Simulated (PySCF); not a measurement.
C5H8FP.
Numbering: `[CH2:1]=[CH:2][CH2:3]/[P:4]=[C:5](/[CH3:6])[F:7]` (hydrogens: H8, H9 on C1; H10 on C2; H11, H12 on C3; H13, H14, H15 on C6)

Torsions of this conformer, `[CH2:1]=[CH:2][CH2:3]/[P:4]=[C:5](/[CH3:6])[F:7]`: C1–C2–C3–P4 -114°, C2–C3–P4–C5 79°.

The closed-shell ground state was solved at several levels (PySCF, density fitting, gas phase, non-relativistic). One conformer (not necessarily the lowest) at the GFN2-xTB geometry, without solvent, vibrations or thermal averaging.

| level | basis functions | total energy (Eh) | HOMO (eV) | LUMO (eV) | gap (eV) | dipole (D) |
| --- | --- | --- | --- | --- | --- | --- |
| PBE0/pcSseg-1 | 166 | -635.9748 | -6.79 | -1.30 | 5.49 | 0.88 |
| PBE0/def2-SVPD | 211 | -635.7169 | -6.80 | -1.33 | 5.47 | 0.69 |

Task: Estimate the row for CAM-B3LYP/def2-SVPD, a basis of 211 functions; the other rows only guide the guess.

Result: Total energy -636.0429 Eh, HOMO -8.04 eV, LUMO -0.24 eV, gap 7.80 eV, dipole 0.69 D.

Task: Over all these levels, which gives the widest orbital gap and which the narrowest?

Result: CAM-B3LYP/def2-SVPD (range-separated hybrid) has the widest, 7.80 eV, and PBE0/def2-SVPD (global hybrid, 25 % exact exchange) the narrowest, 5.47 eV. The two share the basis. From the narrowest to the widest the HOMO moves by -1.24 eV and the LUMO by +1.09 eV.

Task: How far do the dipole and the HOMO energy spread over the levels?

Result: The dipole runs from 0.69 to 0.88 D (mean 0.75 D) and the HOMO from -8.04 to -6.79 eV.
